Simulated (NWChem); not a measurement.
bromine (Br2); SMILES BrBr

```xyz
2

Br     0.0000     0.0000     1.1492
Br     0.0000     0.0000    -1.1492
```
Atoms are numbered in this order, from 1.

Level: PBE0/def2-SVP (NWChem), optimised geometry, unscaled harmonic frequencies. This build's default masses of Se (78.918 u) and Br (79.917 u) are each other's, which moves their modes by up to 0.6 %.

Q: List the harmonic frequencies with IR intensities, and the thermochemistry.

A: 
```json
[
 {"frequency (cm⁻¹)": "323", "IR intensity (km/mol)": "0.0"}
]
```

The zero-point energy comes out as 0.5 kcal/mol, the thermal correction to the enthalpy at 298.15 K (with zero-point energy) is 2.8 kcal/mol and the heat capacity Cv is 6.6 cal/(mol K). The entropy at 298.15 K and 1 atm (symmetry number 2) is 58.6 cal/(mol K) and the dipole moment is 0.00 D.

Rigid rotor and harmonic oscillator.
